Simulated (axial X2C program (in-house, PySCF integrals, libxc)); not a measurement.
Spin–orbit effects down a group: molecules with Pd, PBE0

Calculated with an in-house all-electron X2C program for linear molecules (integrals from PySCF), spin-free (one-electron X2C) or two-component (2c: spin–orbit coupling with atomic mean-field Coulomb and Gaunt terms, which also bring small scalar terms), in Dyall basis sets with cores contracted in-house; open shells are unrestricted.

Basis sets: Be dyall-cv3z, Mg dyall-cv3z, Pd dyall-cv3z, Sr dyall-cv3z.

```
molecule  spin-free state  Re (Å)  ωe (cm⁻¹)  De (eV)  2c state  Re 2c (Å)  ωe 2c (cm⁻¹)  De 2c (eV)
    BePd   M_S = 0, Λ = 0   1.912      633.7     2.34     Ω = 0      1.911         633.5        2.34
    MgPd   M_S = 0, Λ = 0   2.345      299.0     1.42     Ω = 0      2.344         298.7        1.42
    SrPd   M_S = 0, Λ = 0   2.464      192.1     2.04     Ω = 0      2.463         192.2        2.05
```

Problem. Work out the shifts from the spin-free to the two-component result.

Solution. 

```
molecule  2c state  ΔRe (Å)  Δωe (cm⁻¹)  ΔDe (eV)
    BePd     Ω = 0   -0.001        -0.2      0.00
    MgPd     Ω = 0   -0.001        -0.3      0.00
    SrPd     Ω = 0   -0.001         0.1      0.01
```

Shifts of one unit in the last digit are rounding.

Each entry is the lowest single determinant of a limited PBE0 search at one distance. De goes to single-determinant-based atoms at the same level (for ions the charge split of lowest energy) and is withheld (n/a) where an atom does not fit its ground term or J level. Main or longest-lived isotopes.
